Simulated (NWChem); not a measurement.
Everything below was run with NWChem. System: H2OSi, charge 0, spin multiplicity 1, at a geometry optimised with PBE0/def2-SVP. The structure started from a generated list of species. Level: CIS/aug-cc-pVDZ.

The NWChem input:

```
start mol
memory heap 200 mb stack 900 mb global 1100 mb
geometry units angstroms nocenter noautoz
  Si     0.395475     0.508657     0.000000
  H      1.604064    -0.471769     0.000000
  O     -0.820279    -0.635188     0.000000
  H     -0.578485    -1.567926     0.000000
  symmetry group Cs
end
basis spherical
  * library aug-cc-pvdz
end
dft
  xc hfexch
  semidirect memsize 60000000 filesize 0
  iterations 100
end
tddft
  cis
  nroots 6
  notriplet
  thresh 1e-4
end
task tddft energy
```

Output (cleaned and shortened):

```
             Northwest Computational Chemistry Package (NWChem) 7.3.0
             --------------------------------------------------------

                                NWChem Input Module
                                -------------------

 Scaling coordinates for geometry "geometry" by  1.889725989
 (inverse scale =  0.529177249)

 Turning off AUTOSYM since
 SYMMETRY directive was detected!

                             Geometry "geometry" -> ""
                             -------------------------

 Output coordinates in angstroms (scale by  1.889725989 to convert to a.u.)

  No.       Tag          Charge          X              Y              Z
 ---- ---------------- ---------- -------------- -------------- --------------
    1 Si                  14.0000     0.39547500     0.50865700     0.00000000
    2 H                    1.0000     1.60406400    -0.47176900     0.00000000
    3 O                    8.0000    -0.82027900    -0.63518800     0.00000000
    4 H                    1.0000    -0.57848500    -1.56792600     0.00000000

 Effective nuclear repulsion energy (a.u.)      49.8482728237

            Nuclear Dipole moment (a.u.)
            ----------------------------
        X                 Y               Z
 ---------------- ---------------- ----------------
    -0.0000056692    -0.0000018897     0.0000000000

      Symmetry information
      --------------------

 Group name             Cs
 Group number              2
 Group order               2
 No. of unique centers     4

      Symmetry unique atoms

     1    2    3    4


 Summary of "ao basis" -> "" (spherical)
 ------------------------------------------------------------------------------
       Tag                 Description            Shells   Functions and Types
 ---------------- ------------------------------  ------  ---------------------
 *                        aug-cc-pvdz                 on all atoms

  xc_inp: hfexch multiplicative factor not found.

                                 NWChem DFT Module
                                 -----------------

 Summary of "ao basis" -> "ao basis" (spherical)
[...]
          sigma_h =   1.5204 Angstrom
         |d_h->e| =   1.3063 Angstrom
            d_exc =   4.3231 Angstrom
            d_CD1 =   3.6629 Angstrom
            d_CD2 =  -1.3924 Angstrom
            d_CD3 =   5.6293 Angstrom
     Pearson C.C. =   0.0306

     Occ.   12  a'  ---  Virt.   14  a'       0.18822
     Occ.   12  a'  ---  Virt.   15  a'      -0.14324
     Occ.   12  a'  ---  Virt.   16  a'       0.93627
     Occ.   12  a'  ---  Virt.   17  a'      -0.15105
     Occ.   12  a'  ---  Virt.   20  a'       0.06014
     Occ.   12  a'  ---  Virt.   21  a'      -0.10419
     Occ.   12  a'  ---  Virt.   22  a'      -0.10051
     Occ.   12  a'  ---  Virt.   24  a'       0.07881
  ----------------------------------------------------------------------------
  Root   5 singlet a"             0.275114933 a.u.                7.4863 eV
  ----------------------------------------------------------------------------
     Transition Moments    X -0.00000   Y -0.00000   Z  0.34464
     Transition Moments   XX -0.00000  XY  0.00000  XZ -0.04758
     Transition Moments   YY -0.00000  YZ  1.30628  ZZ -0.00000
     Dipole Oscillator Strength                    0.0217852973
     Electric Quadrupole                           0.0000001895
     Magnetic Dipole                               0.0000002494
     Total Oscillator Strength                     0.0217857361

          sigma_e =   3.9724 Angstrom
          sigma_h =   1.5426 Angstrom
         |d_h->e| =   0.1613 Angstrom
            d_exc =   4.2534 Angstrom
            d_CD1 =   2.5911 Angstrom
            d_CD2 =  -2.5962 Angstrom
            d_CD3 =   4.4146 Angstrom
     Pearson C.C. =   0.0077

     Occ.   11  a'  ---  Virt.   13  a"       0.19949
     Occ.   11  a'  ---  Virt.   18  a"      -0.09522
     Occ.   12  a'  ---  Virt.   13  a"      -0.44788
     Occ.   12  a'  ---  Virt.   18  a"      -0.85459
     Occ.   12  a'  ---  Virt.   23  a"      -0.05695
     Occ.   12  a'  ---  Virt.   27  a"      -0.06035
     Occ.   12  a'  ---  Virt.   37  a"      -0.09437
  ----------------------------------------------------------------------------
  Root   6 singlet a"             0.288133228 a.u.                7.8405 eV
  ----------------------------------------------------------------------------
     Transition Moments    X -0.00000   Y  0.00000   Z  0.60443
     Transition Moments   XX -0.00000  XY -0.00000  XZ  1.65633
     Transition Moments   YY -0.00000  YZ  0.79964  ZZ  0.00000
     Dipole Oscillator Strength                    0.0701774304
     Electric Quadrupole                           0.0000004309
     Magnetic Dipole                               0.0000031988
     Total Oscillator Strength                     0.0701810601

          sigma_e =   1.9066 Angstrom
          sigma_h =   1.5154 Angstrom
         |d_h->e| =   0.7182 Angstrom
            d_exc =   2.5055 Angstrom
            d_CD1 =   1.1094 Angstrom
            d_CD2 =  -0.9927 Angstrom
            d_CD3 =   3.2238 Angstrom
     Pearson C.C. =   0.0294

     Occ.    8  a'  ---  Virt.   13  a"       0.05110
     Occ.    9  a'  ---  Virt.   13  a"       0.06106
     Occ.    9  a'  ---  Virt.   27  a"      -0.05033
     Occ.   11  a'  ---  Virt.   13  a"       0.84668
     Occ.   11  a'  ---  Virt.   18  a"      -0.41788
     Occ.   11  a'  ---  Virt.   25  a"       0.09269
     Occ.   11  a'  ---  Virt.   27  a"      -0.10763
     Occ.   11  a'  ---  Virt.   37  a"      -0.06019
     Occ.   11  a'  ---  Virt.   43  a"      -0.05039
     Occ.   12  a'  ---  Virt.   18  a"       0.22053

              Target root =      1
          Target symmetry = none
      Ground state energy =   -364.957926029874
        Excitation energy =      0.130396062621
     Excited state energy =   -364.827529967253

  stored tddft:energy   -364.82752996725304

 Task  times  cpu:       57.3s     wall:       57.3s

 Total times  cpu:       57.4s     wall:       57.4s
```
